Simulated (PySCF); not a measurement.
Compound: C10H12O.
Numbering: `[CH3:1][CH:2]([CH3:3])[C:4](=[O:5])[c:6]1[cH:7][cH:8][cH:9][cH:10][cH:11]1`

Cartesian coordinates in Å at the GFN2-xTB level; atoms count from 1:
```
atom  x, y, z in Å
C1    -3.1231    0.2004   -0.5717
C2    -1.7531    0.3034    0.0921
C3    -1.7690   -0.3649    1.4715
C4    -0.6972   -0.3842   -0.7615
O5    -1.0020   -1.1511   -1.6481
C6     0.7338   -0.1157   -0.4485
C7     1.6837   -0.9191   -1.0826
C8     3.0334   -0.7388   -0.8550
C9     3.4592    0.2530    0.0135
C10    2.5277    1.0608    0.6452
C11    1.1752    0.8828    0.4183
H12   -3.3944   -0.8431   -0.7091
H13   -3.1071    0.6761   -1.5494
H14   -3.8776    0.6852    0.0433
H15   -1.4913    1.3597    0.2030
H16   -0.8000   -0.2907    1.9597
H17   -2.5165    0.1088    2.1042
H18   -2.0211   -1.4181    1.3683
H19    1.3320   -1.6853   -1.7574
H20    3.7557   -1.3675   -1.3544
H21    4.5134    0.4004    0.1961
H22    2.8584    1.8386    1.3177
H23    0.4751    1.5364    0.9149
```

Probes without a nucleus sit at each ring's centroid and 1 Å off its mean plane on both sides; NICS is minus the shielding there, NICSzz its component along the normal. Level: GIAO PBE0/pcSseg-1 (PySCF, non-relativistic, gas phase) on the GFN2-xTB geometry, one conformer.

Ring bond lengths (Å), with Mayer bond orders in brackets: C6–C7 1.396 (1.43), C7–C8 1.381 (1.44), C8–C9 1.385 (1.42), C9–C10 1.385 (1.43), C10–C11 1.383 (1.45), C11–C6 1.394 (1.36).

Task: Give the NICS values of each ring in ppm.

Result: 
```tsv
ring	type	NICS(0)	NICS(1), two faces	NICS(1)zz, two faces	rms pucker (Å)	centre to ring atoms, mean (Å)
C6–C7–C8–C9–C10–C11	6-membered carbocycle; formal bonds all aromatic	-8.2	-11.3 / -11.1	-28.1 / -27.4	0.00	1.39
```

Task: What do they say, and how far can they be read as aromaticity?

Result: 
- C6–C7–C8–C9–C10–C11: mean NICS(1)zz -27.8 ppm, shielded. For a flat ring without four-coordinate atoms the NICS criterion counts such a value as aromatic.

Task: How equal are the bonds by HOMA? HOMA = 1 − mean of α(R − Ropt)² over the ring bonds, with Krygowski's 1993 parameters (CC: Ropt 1.388 Å, α 257.7 Å⁻²).

Result: 
- C6–C7–C8–C9–C10–C11: HOMA 0.99 = 1 − EN − GEO, with mean bond length 1.387 Å, EN = α(Ropt − mean)² = 0.000 and GEO = α × variance = 0.009. The geometric and the magnetic index point the same way.

Task: What is the mean of the two in-plane components of NICS at the first NICS(1) probe listed for ring C6–C7–C8–C9–C10–C11, 1 Å off the ring?

Result: The isotropic value is a third of the trace: (3 × -11.3 − (-28.1))/2 = -2.9 ppm.

Task: How shielded are the nuclei of the rings and their hydrogens (means over atoms taken as equivalent)?

Result: 
```csv
atoms,environment,σ isotropic (ppm),"principal values of the symmetric part, first atom (ppm)"
C6,substituted aromatic carbon,47.9,"-45.8, 25.2, 164.3"
C7 (×2),aromatic CH carbon,51.3,"-58.6, 22.6, 186.0"
C8 (×2),aromatic CH carbon,53.0,"-58.6, 37.4, 177.8"
C9,aromatic CH carbon,48.0,"-64.8, 31.3, 177.6"
H19 (×2),aromatic hydrogen,23.25,"18.1, 23.0, 27.8"
H20 (×2),aromatic hydrogen,23.93,"20.3, 24.4, 26.9"
H21,aromatic hydrogen,23.89,"20.7, 24.1, 26.8"
```
